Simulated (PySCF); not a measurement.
EPR parameters of C2H5OSi

Compound: C₂H₅OSi (doublet state).
SMILES with atom numbers: `[CH2:1]=[C:2][O:3][SiH3:4]` (hydrogens: H5, H6 on C1; H7, H8, H9 on Si4)

Cartesian coordinates in Å at the GFN2-xTB level; atoms count from 1:
```xyz
9
C2H5OSi angstrom
C      1.933    0.045    0.239
C      1.024    0.795   -0.316
O     -0.252    0.785   -0.512
Si    -1.583   -0.107   -0.156
H      2.970    0.326    0.249
H      1.689   -0.906    0.715
H     -1.751   -0.173    1.294
H     -2.586    0.697   -0.835
H     -1.432   -1.455   -0.703
```

The hyperfine couplings belong to this conformer and change with its torsions.

Method: PySCF 2.14.0, UKS B3LYP, pcH-1 on C H O Si, non-relativistic, mean-field spin-orbit, GIAO. Isolated species at its GFN2-xTB geometry (one conformer only). The geometry wasn't refined by DFT: couplings that depend on bond lengths, twists or pyramidal angles can differ widely from those at the functional's own minimum. No stability test was run, so a lower SCF solution isn't excluded.

```
g1, g2, g3                      : 2.00133, 2.00222, 2.00332
g_iso                           : 2.00229
Form of g                       : rhombic: the two nearest values differ by 45 % of g3 − g1
⟨S²⟩                            : 0.7572 (exact 0.7500)
α and β electrons               : 20, 19
HOMO–LUMO gap, α and β orbitals : 5.85, 4.80 eV
Basis functions                 : 160
```

Hyperfine couplings atom by atom, in MHz; T1 to T3 are the principal values of the dipolar part:

| atom | isotope | a_iso | of which spin–orbit | T1 | T2 | T3 | Mulliken spin population |
| --- | --- | --- | --- | --- | --- | --- | --- |
| C1 | 13C | 75.5 | 0.0 | -19.7 | -1.5 | 21.2 | -0.12 |
| C2 | 13C | 449.8 | -0.1 | -77.6 | -56.9 | 134.5 | 0.91 |
| O3 | 17O | -145.5 | 0.0 | -29.9 | 13.8 | 16.1 | 0.06 |
| Si4 | 29Si | -63.9 | 0.1 | -16.2 | 8.0 | 8.3 | 0.05 |
| H5 | 1H | 55.3 | 0.0 | -7.4 | -6.1 | 13.4 | 0.02 |
| H6 | 1H | 141.2 | 0.0 | -5.5 | -1.7 | 7.1 | 0.08 |
| H7 | 1H | 5.3 | 0.0 | -2.3 | -1.5 | 3.8 | 0.00 |
| H8 | 1H | -2.9 | 0.0 | -2.2 | -1.8 | 4.0 | 0.00 |
| H9 | 1H | 8.3 | 0.0 | -2.3 | -1.4 | 3.7 | 0.01 |

The largest Mulliken spin populations are on C2 (+0.91), C1 (-0.12) and H6 (+0.08). No atom but C2 exceeds +0.15.

Axes: g1 points within 8° of the C2–O3 bond and g2 points within 2° of the C1–H6 bond.

Under fast tumbling the dipolar parts average out, and these isotropic splittings remain: 1 × 1H (H6, I = 1/2, 2 lines) with 5.04 mT, 1 × 1H (H5, I = 1/2, 2 lines) with 1.97 mT and 3 × 1H (H7/H8/H9, I = 1/2, 4 lines) with 0.13 mT.

Means are taken over nuclei equivalent by connectivity, which assumes that they swap fast. The three 1H nuclei of mean +3.6 MHz run from -2.9 to 8.3 MHz in the frozen geometry.

The 13C coupling of C2 (449.8 MHz) shows only in satellite lines or after enrichment, since that isotope makes up about 1.07 % of natural carbon.

The 17O coupling of O3 (-145.5 MHz) shows only in satellite lines or after enrichment, since that isotope makes up about 0.038 % of natural oxygen.
